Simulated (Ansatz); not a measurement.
CH$_{3}$, doublet, at a GFN2-xTB geometry; Ansatz (an electronic-structure program) with PBE/3-21G.

Ansatz was given this input:
Ansatz 0.2 input:
```yaml
crystal:
  periodic: [false, false, false]
  atoms:
    - {symbol: C, position_ang: [0.00000000, -0.00000000, 0.00000000]}
    - {symbol: H, position_ang: [-0.02827582, 1.06704109, -0.00728260]}
    - {symbol: H, position_ang: [0.93823542, -0.50900640, 0.00748446]}
    - {symbol: H, position_ang: [-0.90995960, -0.55803469, -0.00020186]}
basis:
  gaussian:
    orbitals: 3-21G.json
hamiltonian:
  xc: pbe
magnetization: {spin_polarized: true, initial_magnetization: 1}
```
The basis file holds 3-21G in the JSON format of the Basis Set Exchange.

Output, abridged:

```
Functional definition: PBE
188 factors; integrals over basis functions are off by at most 1.2e-3 eV
mean field evaluation 1: about -1074.0958 eV, gradient 2.1e1 eV
mean field evaluation 2: about -1073.5298 eV, gradient 2.3e1 eV
mean field evaluation 4: about -1076.2667 eV, gradient 6.7e-2 eV
mean field evaluation 8: about -1076.2431 eV, gradient 3.4e-4 eV
mean field -1076.24308401 eV, -39.5512038336 hartree, gradient 4.8e-5 eV, S^2 0.753108; 0 other end points of the search recorded, 0 dependent functions left out
reference -1076.24309849 eV, -39.5512043656 hartree; 5, 4 occupied and 10, 11 virtual orbitals, 188 factors
Total energy: -1076.24309849 eV, -39.5512043656 hartree
```
